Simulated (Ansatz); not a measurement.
A run on `ClCCI` with other settings.

```yaml
crystal:
  periodic: [false, false, false]
  atoms:
    - {symbol: Cl, position_ang: [-1.757199, 1.082113, 0.590884]}
    - {symbol: C, position_ang: [-0.042501, 0.762120, 0.239301]}
    - {symbol: C, position_ang: [0.274426, -0.661570, -0.063462]}
    - {symbol: I, position_ang: [-0.465200, -1.339290, -1.953237]}
    - {symbol: H, position_ang: [0.273137, 1.350532, -0.636106]}
    - {symbol: H, position_ang: [0.521779, 1.045581, 1.169723]}
    - {symbol: H, position_ang: [-0.150897, -1.336206, 0.641884]}
    - {symbol: H, position_ang: [1.374783, -0.832946, -0.147741]}
basis:
  gaussian: {orbitals: def2-TZVPD, nuclear_model: gaussian}
total_charge: 1
magnetization: {spin_polarized: true, initial_magnetization: 1}
hamiltonian: {xc: {name: B2PLYP}}
accuracy: high
output: {forces: true}
```

```sh
$ ansatz run in.yaml --threads 4 --pin off --events-out ev --progress --plain --max-ram 10444MiB
```

Shortened log:

```
Functional definition: B2PLYP
3614 factors; integrals over basis functions are off by at most 4.0e-9 eV
mean field evaluation 1: about -22726.6484 eV, gradient 4.3e1 eV
mean field evaluation 2: about -22726.7214 eV, gradient 4.3e1 eV
mean field evaluation 4: about -22735.1620 eV, gradient 9.6e0 eV
mean field evaluation 8: about -22735.6942 eV, gradient 5.0e-1 eV
mean field evaluation 16: about -22735.6986 eV, gradient 6.0e-2 eV
mean field -22735.70516422 eV, -835.5217539705 hartree, gradient 2.7e-8 eV, S^2 0.755713; 4 other end points of the search recorded, 0 dependent functions left out
11 core orbitals not correlated: weight in the atoms' cores, before any rotation towards them, 1.000 or more for the frozen orbitals, at most 0.000 for the correlated occupied ones
reference -22735.70519106 eV, -835.5217549571 hartree; 18, 17 occupied and 186, 187 virtual orbitals, 3614 factors
second order -32.10903446 eV of doubles, -0.00000000 eV of singles
Total energy: -22744.37463037 eV, -835.8403509751 hartree
Atom 0 at    -1.757199     1.082113     0.590884 Å, force     0.104491    -0.319290    -0.313336 eV/Å
Atom 1 at    -0.042501     0.762120     0.239301 Å, force     0.643841     0.858482     0.072082 eV/Å
Atom 2 at     0.274426    -0.661570    -0.063462 Å, force     0.840283     0.036900     0.266823 eV/Å
Atom 3 at    -0.465200    -1.339290    -1.953237 Å, force    -0.218126     0.014126    -0.185312 eV/Å
Atom 4 at     0.273137     1.350532    -0.636106 Å, force    -0.145621     0.337528     0.696182 eV/Å
Atom 5 at     0.521779     1.045581     1.169723 Å, force    -0.325555    -0.170853    -0.986179 eV/Å
Atom 6 at    -0.150897    -1.336206     0.641884 Å, force    -0.235918    -0.773506     0.494142 eV/Å
Atom 7 at     1.374783    -0.832946    -0.147741 Å, force    -0.663393     0.016613    -0.044401 eV/Å
Dipole moment:     0.620222    -0.274565    -0.044695 e Å
```

It took 2.5 min on 4 threads of an Arm Neoverse V1 on a shared host, with 1.8 GiB of host memory at the peak.
